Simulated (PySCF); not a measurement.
## Pr⁴³⁺: ionisation energy

Pr⁴³⁺ [Ne] 3s2 3p4 (3P) → Pr⁴⁴⁺ [Ne] 3s2 3p3 (4S), as a difference of total energies. Computed with PySCF 2.14 in an even-tempered Gaussian basis (18 s from 8 bohr⁻², ratio 2.5; 12 p from 10 bohr⁻², ratio 2.5; 4 d from 46 bohr⁻², ratio 2.7; 4 f from 68 bohr⁻², ratio 2.7), with the spin-free X2C one-electron Hamiltonian (Gaussian nucleus). Correlated levels: outer shells: 1s2 frozen; virtual orbitals above 40 to 60 times the deepest correlated orbital energy dropped. The calculations carry no spin-orbit coupling.

```csv
method,ionisation energy (eV)
UHF,3445.0
MP2 (outer shells),3446.1
SCS-MP2 (outer shells),3446.1
CCSD (outer shells),3446.1
CCSD(T) (outer shells),3446.1
```

Spin-orbit coupling is strong in these open shells (close to jj coupling). The scalar numbers leave it out and a first-order estimate fails, so it can dominate the gap to the real levels.

The ground level that NIST lists for one species does not belong to the high-spin term computed here, so part of any gap is the choice of state.

Breit and QED terms and the two-electron picture change are absent.

For comparison: 3419 ± 4 eV (theoretical estimate listed by NIST; NIST Atomic Spectra Database, ionization energies).
